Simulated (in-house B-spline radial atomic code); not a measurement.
Ag. Computed with a B-spline radial atomic code. Model: all-electron spherical atom, spin shells full or empty, radial basis limit, no spin-orbit coupling, Breit or QED, empty-state partial waves extrapolated as (l+1/2)^-4, RPA, G0W0 and static COHSEX of the highest shell as one setting changes (uncorrelated shells keep exact exchange).

In a row where one electron alone is correlated, RPA and GW hold only self-correlation.

Given: element Ag; charge 0; filled core Kr; hamiltonian one-electron scalar X2C; mean-field start LDA VWN5; highest l of empty states 9; nuclear rms radius 4.5454 fm; highest mean-field shell 5s up.

Shell: 4d 5 5, 5s 1 0 (electrons up and down).

```
lowest nl shells left uncorrelated  RPA correlation energy (hartree)  G0W0 level (eV)  G0W0 minus most complete (meV)  COHSEX level (eV)
                                 0                           -3.6876          -7.9972                               0            -9.8442
                                 1                           -3.5173          -7.9971                             0.1             -9.844
                                 2                           -3.3254          -7.9981                            -0.9            -9.8468
                                 3                                 ?                ?                               ?                  ?
                                 4                           -2.5987          -8.0031                            -5.9            -9.8581
                                 5                           -2.0715          -7.9988                            -1.6            -9.8519
                                 6                           -1.2553          -7.9716                            25.5            -9.8036
                                 7                                 ?                ?                               ?                  ?
                                 8                          -0.64057           -7.967                            30.1            -9.8363
                                 9                         -0.017572          -7.1749                           822.3             -8.207
```

(1) What follows for lowest nl shells left uncorrelated = 3?

(2) What follows for lowest nl shells left uncorrelated = 7?

Results:

(1) RPA correlation energy -2.7786 hartree; G0W0 level -7.9969 eV; G0W0 minus most complete 0.3 meV; COHSEX level -9.8433 eV.

(2) RPA correlation energy -1.0948 hartree; G0W0 level -8.0027 eV; G0W0 minus most complete -5.5 meV; COHSEX level -9.8753 eV.
